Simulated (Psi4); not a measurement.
C6H13O (SMILES CC(C)CC(C)[O]), doublet, geometry from GFN2-xTB. Base run: HF/6-31G (Psi4 1.11).

Here is a job for Psi4.
```
memory 2 GB

molecule mol {
0 2
C    -1.676106    0.985417   -1.070405
C    -1.190708    0.717858    0.351732
C    -1.648906   -0.638955    0.847419
C     0.330595    0.811997    0.481722
C     1.048160   -0.279682   -0.383761
C     2.554929   -0.183687   -0.041245
O     0.584762   -1.506404   -0.129870
H    -1.390882    0.168536   -1.727539
H    -1.251879    1.909640   -1.456741
H    -2.760224    1.072659   -1.087264
H    -1.601836    1.499609    1.007654
H    -0.884043   -1.358829    0.439826
H    -2.628038   -0.923431    0.474873
H    -1.615804   -0.720525    1.930517
H     0.612054    0.648056    1.523165
H     0.692186    1.790354    0.164542
H     0.911948    0.000861   -1.449138
H     2.916228    0.824924   -0.220943
H     2.716404   -0.455345    0.998460
H     3.098008   -0.882961   -0.671227
}

set {
  basis 6-31g
  reference uhf
}

energy('scf')
print_variables()
```

Each row names what was changed in the base input (with any setting that the change needs).

| change | ΔE vs base (mEh) | point group used | SCF cycles |
|---|---|---|---|
| base | 0.000 | c1 | 17 |
| jitter_ang = 0.002 | 0.368 | c1 | 17 |
| molecule keys = no_reorient | 0.000 | c1 | 17 |
| molecule keys = symmetry c1, no_reorient, no_com | 0.000 | c1 | 17 |
| molecule keys = symmetry c1 | 0.000 | c1 | 17 |

Open shells are given as the SCF converged; they aren't shown to be the lowest states, and a large step between rows can be another state.
